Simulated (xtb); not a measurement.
C$_{6}$H$_{12}$O$_{3}$ (SMILES COCOC(=O)C(C)C), singlet, at a GFN2-xTB geometry. Base run: GFN2-xTB (xtb 6.7.1).

Geometry (Å):
```xyz
21

C      3.3899     0.8729     0.4484
O      2.0486     1.0300     0.0570
C      1.6317     0.0781    -0.8754
O      0.2392     0.1573    -1.0014
C     -0.4964    -0.5114    -0.0820
O     -0.0249    -1.2471     0.7377
C     -1.9638    -0.1791    -0.2420
C     -2.8287    -1.3726     0.1488
C     -2.2457     1.0316     0.6550
H      4.0679     0.9855    -0.4061
H      3.5860     1.6565     1.1763
H      3.5540    -0.1084     0.9083
H      2.0451     0.2881    -1.8747
H      1.9243    -0.9368    -0.5512
H     -2.1356     0.1007    -1.2846
H     -3.8804    -1.0992     0.1227
H     -2.6665    -2.2039    -0.5331
H     -2.5725    -1.6994     1.1533
H     -1.6075     1.8670     0.3774
H     -3.2851     1.3344     0.5533
H     -2.0552     0.7772     1.6951
```
All else is at xtb's defaults.
Base energy -31.17133 Eh.

The base run was repeated with changes; each row names its change, and settings that it needs were set with it.

```csv
change,ΔE vs base (kJ/mol),HOMO-LUMO gap (eV),dipole (D),SCF cycles
base,0.00,4.87,1.56,10
etemp = 10000,-33.1,5.03,1.65,11
etemp = 1000,0.00,4.87,1.56,10
file = coord,0.00,4.87,1.56,10
etemp = 5000,-0.85,4.88,1.57,10
```
